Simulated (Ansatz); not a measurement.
A trace of molecular dynamics of AlCl₂H₄N (8 atoms, charge 0, multiplicity 1).

Method: RHF/6-31G* (Ansatz 0.2.0).

```yaml
ensemble: NVE (velocity Verlet)
starting_velocities_drawn_for: 300 K
seed: 5377
```

```json
{"time (fs)": "0", "T (K)": "300", "potential energy less start (eV)": "0.000", "conserved less start (meV/atom)": "0.00"}
{"time (fs)": "4", "T (K)": "139", "potential energy less start (eV)": "0.126", "conserved less start (meV/atom)": "0.14"}
{"time (fs)": "8", "T (K)": "282", "potential energy less start (eV)": "0.016", "conserved less start (meV/atom)": "0.17"}
{"time (fs)": "12", "T (K)": "1089", "potential energy less start (eV)": "-0.620", "conserved less start (meV/atom)": "-0.98"}
{"time (fs)": "16", "T (K)": "2061", "potential energy less start (eV)": "-1.371", "conserved less start (meV/atom)": "-0.69"}
{"time (fs)": "20", "T (K)": "1798", "potential energy less start (eV)": "-1.160", "conserved less start (meV/atom)": "0.17"}
{"time (fs)": "24", "T (K)": "1940", "potential energy less start (eV)": "-1.273", "conserved less start (meV/atom)": "-0.08"}
{"time (fs)": "28", "T (K)": "1371", "potential energy less start (eV)": "-0.826", "conserved less start (meV/atom)": "0.53"}
{"time (fs)": "32", "T (K)": "1969", "potential energy less start (eV)": "-1.296", "conserved less start (meV/atom)": "-0.20"}
{"time (fs)": "36", "T (K)": "1741", "potential energy less start (eV)": "-1.117", "conserved less start (meV/atom)": "0.06"}
{"time (fs)": "40", "T (K)": "2331", "potential energy less start (eV)": "-1.587", "conserved less start (meV/atom)": "-1.47"}
{"time (fs)": "44", "T (K)": "2090", "potential energy less start (eV)": "-1.396", "conserved less start (meV/atom)": "-0.98"}
{"time (fs)": "48", "T (K)": "1599", "potential energy less start (eV)": "-1.007", "conserved less start (meV/atom)": "0.02"}
{"time (fs)": "52", "T (K)": "1461", "potential energy less start (eV)": "-0.903", "conserved less start (meV/atom)": "-0.35"}
{"time (fs)": "56", "T (K)": "983", "potential energy less start (eV)": "-0.526", "conserved less start (meV/atom)": "0.43"}
{"time (fs)": "60", "T (K)": "970", "potential energy less start (eV)": "-0.516", "conserved less start (meV/atom)": "0.52"}
{"time (fs)": "64", "T (K)": "1299", "potential energy less start (eV)": "-0.775", "conserved less start (meV/atom)": "-0.05"}
{"time (fs)": "68", "T (K)": "1856", "potential energy less start (eV)": "-1.217", "conserved less start (meV/atom)": "-1.21"}
{"time (fs)": "72", "T (K)": "2213", "potential energy less start (eV)": "-1.492", "conserved less start (meV/atom)": "-1.07"}
{"time (fs)": "76", "T (K)": "1839", "potential energy less start (eV)": "-1.195", "conserved less start (meV/atom)": "-0.16"}
{"time (fs)": "80", "T (K)": "2090", "potential energy less start (eV)": "-1.395", "conserved less start (meV/atom)": "-0.76"}
{"time (fs)": "84", "T (K)": "986", "potential energy less start (eV)": "-0.527", "conserved less start (meV/atom)": "0.65"}
{"time (fs)": "88", "T (K)": "1222", "potential energy less start (eV)": "-0.711", "conserved less start (meV/atom)": "0.52"}
{"time (fs)": "92", "T (K)": "686", "potential energy less start (eV)": "-0.296", "conserved less start (meV/atom)": "0.41"}
{"time (fs)": "96", "T (K)": "1748", "potential energy less start (eV)": "-1.132", "conserved less start (meV/atom)": "-1.18"}
{"time (fs)": "100", "T (K)": "1975", "potential energy less start (eV)": "-1.304", "conserved less start (meV/atom)": "-0.69"}
```

Question: Is this trajectory sound?

Answer: The conserved energy stayed within 1.7 meV per atom of its start (net change -0.69 meV per atom), so the integration is sound. The kinetic energy rose, since the run started high on the potential surface and went downhill. A run of 0.1 ps of so small a system gives no equilibrium averages. The orbitals stay closed-shell, which can raise the energy where a bond breaks towards radicals; this wasn't checked here. The time step was 0.5 fs.

The run took 5.4 min on 1 thread of Arm Neoverse V1, with other jobs on the host, peak memory 0.15 GiB.
